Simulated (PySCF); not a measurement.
**TDDFT excited states: C6H18GeN2**

GeH2(NHiPr)2, C₆H₁₈GeN₂.
Bonds: Ge1–N4, Ge1–N16, N4–C5, C5–C6, C5–C7, N16–C17, C17–C18, C17–C19. Hydrogens: H2, H3 on Ge1; H8 on N4; H9 on C5; H10, H11, H12 on C6; H13, H14, H15 on C7; H20 on N16; H21 on C17; H22, H23, H24 on C18; H25, H26, H27 on C19.

Computed with TDDFT CAM-B3LYP/def2-SVPD, vertical, gas phase, core orbitals frozen in the response (PySCF 2.14.0, density-fitted response routines). Isolated species at its PBE0-D3(BJ)/def2-SVP geometry (one conformer only). Relativistic effects, spin–orbit coupling among them, are left out although an element past zinc is present.

Question: Predict the UV-vis stick spectrum at this level.

Answer: 

```csv
state,E (eV),E (kJ/mol),λ (nm),f,symmetry,"main configurations (H = HOMO, L = LUMO)"
S1,6.08,586,204.0,0.0022,A,"H→L (39%), H→L+2 (26%), H-1→L+1 (24%)"
S2,6.15,593,201.7,0.015,B,"H→L+1 (44%), H-1→L (27%), H-1→L+2 (16%)"
S3,6.61,638,187.6,0.0043,A,"H→L (33%), H-1→L+1 (33%), H→L+3 (12%)"
S4,6.66,643,186.1,0.041,B,"H-1→L (53%), H→L+1 (19%), H-1→L+3 (11%)"
S5,6.69,645,185.3,0.0068,A,"H→L+2 (56%), H→L (17%), H-1→L+1 (13%)"
S6,6.76,652,183.5,0.018,B,"H-1→L+2 (63%), H→L+1 (11%)"
S7,7.07,682,175.4,0.0059,A,"H→L+3 (60%), H-1→L+5 (18%), H→L+7 (10%)"
S8,7.14,689,173.6,0.050,B,"H-1→L+3 (49%), H→L+5 (30%), H-1→L+7 (10%)"
S9,7.46,720,166.2,0.0015,–,"H→L+4 (64%), H-1→L+6 (11%), H→L+9 (10%)"
S10,7.56,730,164.0,0.0075,A,"H-1→L+4 (55%), H→L+6 (21%)"
S11,7.67,740,161.5,0.052,B,"H→L+5 (36%), H-1→L+7 (27%), H→L+1 (13%)"
S12,7.73,745,160.5,0.018,A,"H→L+7 (32%), H-1→L+5 (32%), H-1→L+1 (11%)"
S13,7.92,764,156.5,0.088,B,"H→L+8 (28%), H→L+9 (24%), H-1→L+6 (16%)"
S14,7.97,769,155.6,0.011,A,"H-1→L+8 (20%), H→L+6 (18%), H-1→L+9 (18%)"
S15,8.05,776,154.1,0.036,B,"H→L+9 (43%), H→L+8 (25%), H→L+4 (9%)"
```

Triplets, Tamm–Dancoff:

```
state  E (eV)  λ (nm)  main configurations (H = HOMO, L = LUMO)
   T1    5.82   213.0     H→L+2 (36%), H-1→L+1 (28%), H→L (18%)
   T2    5.86   211.6   H→L+1 (44%), H-1→L+2 (26%), H→L+8 (10%)
   T3    6.31   196.3                               H-1→L (64%)
   T4    6.32   196.2   H→L (50%), H-1→L+1 (14%), H-1→L+5 (12%)
```

The lowest singlet comes at 204 nm (586 kJ/mol) in the ultraviolet; it is very weak; its leading configuration is HOMO→LUMO (39%). The strongest level in the table is S13 at 7.92 eV (156 nm, f = 0.088). Löwdin shares by element: HOMO nitrogen 62%, germanium 6%, carbon 5% or more (atoms not listed hold the other 27%); LUMO germanium 28%, carbon 11% or more, hydrogen 5% or more (atoms not listed hold the other 56%). Orbital energies (eV): HOMO-3 -10.40, HOMO-2 -10.25, HOMO-1 -7.99, HOMO -7.84, LUMO 1.17, LUMO+1 1.38, LUMO+2 1.66. Weighted by f, the mean energy of these states is 7.43 eV. The oscillator strengths of these states sum to 0.357; summed over the whole spectrum of an exact calculation they would give the number of electrons, 100 (Thomas–Reiche–Kuhn). Symmetry labels in C2 follow from the direction of the transition dipole and are given only for states with f of 0.002 or more. Singlets were solved by full linear response, triplets in the Tamm–Dancoff approximation.

Without π bonds the low states are Rydberg-like; a valence basis with one diffuse set may place them up to an eV too high.
